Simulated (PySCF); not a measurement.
## How methods differ on the ionisation energy of Co

Co [Ar] 3d7 4s2 (4F) → Co⁺ [Ar] 3d8 (3F), as a difference of total energies. Computed with PySCF 2.14 in x2c-TZVPall (6s5p4d1f, 48 functions), with the spin-free X2C one-electron Hamiltonian (Gaussian nucleus). Correlated levels: valence: [Ar] frozen. The calculations carry no spin-orbit coupling.

```csv
method,ionisation energy (eV),error (eV)
UHF,8.283,+0.414
BP86,7.910,+0.041
B3LYP,8.100,+0.231
MP2 (valence),7.423,-0.446
SCS-MP2 (valence),7.502,-0.367
```

Reference: 7.869 eV (measured; NIST levels, between the centres of gravity of the two terms).

Errors of the correlated levels include the incompleteness of this basis and the frozen core.

MP2 underrates the near-degeneracy of ns² with np² in the lower species.
